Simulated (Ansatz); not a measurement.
In13As13H30, a nanocrystal cut from zinc blende InAs (hydrogen-capped), 56 atoms. Hardware: 11 threads of AMD EPYC 7R13 on a shared host and a whole NVIDIA H100 80GB HBM3.

In the def2 sets In takes a core potential; there is no spin–orbit coupling. Correlated methods freeze 169 core orbitals; core or outer-core shells of In, As are correlated, in sets that lack core-valence functions. Single mean-field runs in def2-SVP, def2-TZVP are fitted with def2-universal-jkfit.

(1) How many basis functions does each of these Ansatz runs have, and roughly what does it cost? PBE0-D4/def2-SVP, charge 0 triplet at the geometry of the charge 0 singlet, energy; PBE-D4/def2-SVP, charge 1 doublet at the geometry of the charge 0 singlet, energy, from earlier orbitals; MP2/def2-SVP, charge 0 singlet, energy, from earlier orbitals; B3LYP-D4/def2-SVP, charge -1 doublet at the geometry of the charge 0 singlet, energy, from earlier orbitals; PBE0-D4/def2-SVP, charge -1 doublet at the geometry of the charge 0 singlet, energy; PBE-D4/def2-TZVP, charge 0 singlet, energy, from earlier orbitals; PBE0-D4/def2-SVP, charge 0 singlet, energy and forces, from earlier orbitals; B3LYP-D4/def2-SVP, charge 0 singlet, energy and forces, from earlier orbitals; PBE0-D4/def2-TZVP, charge 0 singlet, energy, from earlier orbitals; r2SCAN-D4/def2-SVP, charge 0 singlet, energy, from earlier orbitals; PBE-D4/def2-SVP, charge -1 doublet at the geometry of the charge 0 singlet, energy, from earlier orbitals; r2SCAN-D4/def2-SVP, charge 0 singlet, relaxation, 6 steps.

## Answers

(1) Other jobs shared the machine, so times can vary by a factor of up to 3.

```tsv
run	functions	fitting or Cholesky vectors	wall time	peak host memory (GiB)
PBE-D4/def2-SVP, charge -1 doublet at the geometry of the charge 0 singlet, energy, from earlier orbitals	904	6832	15 s	1.7
PBE-D4/def2-TZVP, charge 0 singlet, energy, from earlier orbitals	1454	6832	16 s	1.9
r2SCAN-D4/def2-SVP, charge 0 singlet, energy, from earlier orbitals	904	6832	16 s	1.7
PBE-D4/def2-SVP, charge 1 doublet at the geometry of the charge 0 singlet, energy, from earlier orbitals	904	6832	20 s	1.8
PBE0-D4/def2-TZVP, charge 0 singlet, energy, from earlier orbitals	1454	6832	25 s	1.9
PBE0-D4/def2-SVP, charge 0 singlet, energy and forces, from earlier orbitals	904	6832	27 s	12
B3LYP-D4/def2-SVP, charge 0 singlet, energy and forces, from earlier orbitals	904	6832	28 s	12
MP2/def2-SVP, charge 0 singlet, energy, from earlier orbitals	904	10045	29 s	2.9
PBE0-D4/def2-SVP, charge -1 doublet at the geometry of the charge 0 singlet, energy	904	6832	31 s	1.9
B3LYP-D4/def2-SVP, charge -1 doublet at the geometry of the charge 0 singlet, energy, from earlier orbitals	904	6832	34 s	1.7
r2SCAN-D4/def2-SVP, charge 0 singlet, relaxation, 6 steps	904	6832	63 s	1.9
PBE0-D4/def2-SVP, charge 0 triplet at the geometry of the charge 0 singlet, energy	904	6832	82 s	1.8
```
